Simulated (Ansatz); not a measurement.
A nudged elastic band was laid between two geometries of BF2HO + FH (7 atoms, charge 0, multiplicity 1).

Level of theory: Ansatz 0.2.0, RKS PBE-D4/def2-SVP.

* movable images: 6
* climbing image: no
* spring: 5.0 eV/Å²
* optimiser: quadratic models (default)
* start path: through a guess of the saddle point
* force threshold: 0.05 eV/Å
* iteration limit: 60
* end points: relaxed

Image 0:

```xyz
7
Properties=species:S:1:pos:R:3
B -0.053 -0.249 0.097
O -0.031 -0.282 1.473
H -0.931 -0.398 1.832
F 1.096 -0.190 -0.556
F -1.198 -0.361 -0.578
F 0.076 2.250 0.819
H 0.255 1.551 1.430
```

Image 7:

```xyz
7
Properties=species:S:1:pos:R:3
B 0.011 0.399 -0.089
O 0.047 0.009 1.670
H -0.841 -0.372 1.832
F 1.120 -0.204 -0.559
F -1.188 -0.163 -0.416
F 0.032 1.762 -0.014
H 0.033 0.892 2.095
```

Problem. Which bonds break or form, and what moves?

Solution. Bonds broken: F6–H7. Bonds formed: B1–F6, O2–H7. BF2HO + FH becomes BF3H2O.

Problem. Give the energies along the band, and the barrier.

Solution. It converged. The highest image is number 3 of 0 to 7, 27.2 kJ/mol above the first end and 74.9 kJ/mol above the last; the last end lies 47.7 kJ/mol below the first. No image climbed, so the highest image needn't sit at the top of the path. The orbitals stay closed-shell, which can raise the energy where a bond breaks towards radicals; this wasn't checked here.

| image | path coordinate (Å) | energy (kJ/mol) | F6–H7 (Å) | B1–F6 (Å) | O2–H7 (Å) |
| --- | --- | --- | --- | --- | --- |
| 0 | 0.00 | 0.0 | 0.95 | 2.60 | 1.86 |
| 1 | 0.28 | 1.5 | 0.95 | 2.37 | 1.84 |
| 2 | 0.57 | 9.5 | 0.97 | 2.08 | 1.67 |
| 3 | 0.85 | 27.2 | 1.04 | 1.79 | 1.43 |
| 4 | 1.13 | 23.4 | 1.26 | 1.59 | 1.17 |
| 5 | 1.42 | -19.0 | 1.57 | 1.45 | 1.02 |
| 6 | 1.70 | -42.2 | 1.92 | 1.39 | 0.99 |
| 7 | 1.98 | -47.7 | 2.28 | 1.36 | 0.98 |

Problem. What is the geometry of the highest image?

Solution. 
```xyz
7
Properties=species:S:1:pos:R:3:forces:R:3
B -0.004 0.071 0.135 -0.05 -0.30 0.11
O 0.009 -0.132 1.581 0.02 -0.21 -0.06
H -0.863 -0.437 1.895 -0.03 -0.05 -0.02
F 1.135 -0.176 -0.514 0.00 0.02 0.01
F -1.180 -0.111 -0.489 0.00 0.00 -0.03
F 0.072 1.821 0.509 0.00 0.17 0.19
H 0.044 1.287 1.401 0.07 0.37 -0.19
```

Run time: 18 s on 2 threads of AMD EPYC 9R45 96-Core Processor (Zen 5), on a shared host, peak memory 0.16 GiB.
